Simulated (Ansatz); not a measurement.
Relaxation of AlBClH$_{5}$Si (9 atoms, charge 0, multiplicity 1), to a largest force component of 0.015 eV/Å in at most 40 steps.

Level of theory: Ansatz, RKS PBE0/6-31G.

```xyz
9
Properties=species:S:1:pos:R:3:forces:R:3
Al -0.922 1.673 0.046 0.08 -0.05 0.08
Si 0.827 0.002 -0.303 -0.10 0.47 -0.45
B 0.313 -1.747 0.445 -0.32 0.27 -1.63
Cl 1.030 -2.261 1.906 0.85 -0.79 2.19
H -1.639 2.472 -1.093 -0.11 0.22 -0.72
H -1.576 2.066 1.414 -0.07 -0.02 0.74
H 2.166 0.453 0.169 0.22 0.14 0.38
H 1.016 -0.064 -1.781 -0.11 -0.15 -0.38
H -0.373 -2.537 -0.092 -0.44 -0.09 -0.21
```

Task: Where does it end, and by what steps?

Result: The run converged. Limits of this set-up: no polarisation functions. After 10 steps the energy has fallen by 0.267 eV; Cl4 moved furthest, 0.34 Å.

```csv
step,energy less start (eV),largest force component (eV/Å),accepted
0,0.0000,2.188,yes
1,-0.1309,1.498,yes
2,-0.2325,0.553,yes
3,-0.2231,0.309,no
4,-0.2609,0.092,yes
5,-0.2635,0.092,yes
6,-0.2643,0.088,yes
7,-0.2656,0.090,yes
8,-0.2663,0.041,yes
9,-0.2666,0.021,yes
10,-0.2667,0.013,yes
```

```xyz
9
Properties=species:S:1:pos:R:3
Al -0.943 1.660 0.067
Si 0.843 0.020 -0.418
B 0.349 -1.744 0.391
Cl 0.773 -2.135 2.098
H -1.678 2.451 -1.128
H -1.370 1.939 1.594
H 2.119 0.553 0.189
H 1.040 -0.111 -1.907
H -0.290 -2.577 -0.174
```

Time of the run: 65 s on 1 thread of Arm Neoverse N1 (shared host), peak memory 0.17 GiB.
